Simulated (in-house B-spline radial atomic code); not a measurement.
# Ionising the sulfur ion S⁴⁺ with different functionals

Computed with a radial B-spline atomic code at the basis-set limit: scalar-relativistic (spin-free X2C) Hamiltonian, Fermi nucleus of rms radius 3.2611 fm, spin-polarised at highest spin, spherical fractional occupations for the functionals, the average over the highest-spin determinants for Hartree-Fock. The ionisation energy is the difference of two self-consistent energies, [Ne] 3s2 → [Ne] 3s1, without Breit or QED terms; ε is the level of the shell that loses the electron (its least bound occupied spin orbital).

| method | rung | ΔSCF (eV) | -ε(3s) (eV) |
| --- | --- | --- | --- |
| Hartree-Fock | Hartree-Fock | 70.80 | 70.99 |
| HF fractional | Hartree-Fock | 70.80 | 70.99 |
| LDA VWN5 | LDA | 72.67 | 66.05 |
| LDA PW92 | LDA | 72.67 | 66.05 |
| LDA exchange-only | LDA | ? | ? |
| PBE | GGA | 72.55 | 65.92 |
| PBEsol | GGA | 72.30 | 65.84 |
| BLYP | GGA | 72.65 | 65.91 |
| RPBE | GGA | 72.48 | 65.82 |
| PW91 | GGA | 72.65 | 66.03 |
| BP86 | GGA | 72.59 | 66.09 |
| AM05 | GGA | 72.19 | 65.79 |
| OLYP | GGA | 72.28 | 65.69 |
| TPSS | meta-GGA | 72.26 | 66.00 |
| SCAN | meta-GGA | 71.84 | 66.19 |
| r2SCAN | meta-GGA | 71.76 | 66.15 |
| revTPSS | meta-GGA | 72.15 | 66.03 |
| PBE0 | global hybrid | 72.35 | 67.45 |
| B3LYP | global hybrid | 72.69 | 67.30 |
| TPSSh | global hybrid | 72.21 | 66.60 |
| BHandHLYP | global hybrid | 72.36 | 68.93 |
| r2SCAN0 | global hybrid | 71.82 | 67.59 |
| B97-1 | global hybrid | 72.67 | 67.13 |
| HSE06 | range-separated hybrid | 72.37 | 67.08 |
| wB97X | range-separated hybrid | 71.99 | 70.15 |
| CAM-B3LYP | range-separated hybrid | ? | ? |
| LC-wPBE | range-separated hybrid | 72.46 | 70.70 |

(1) What does LDA exchange-only give?

(2) What does CAM-B3LYP give?

(3) Among the functionals, which spreads more, the ΔSCF values or the orbital energies?

(4) How do they compare with the NIST value?

Answers

(1) ΔSCF 70.82 eV, and -ε(3s) = 64.55 eV.

(2) ΔSCF 72.70 eV, and -ε(3s) = 69.12 eV.

(3) The orbital energies: ΔSCF values span about 1.87 eV and the orbital energies 6.15 eV.

(4) NIST lists 72.594 eV (measured, ground level to ground level). Errors run from -1.79 to +0.10 eV; BP86 is closest (-0.01 eV), but part of that can be cancellation, since the calculations leave out Breit-QED terms, the near-degeneracy of s² and p². Hartree-Fock also lacks correlation.
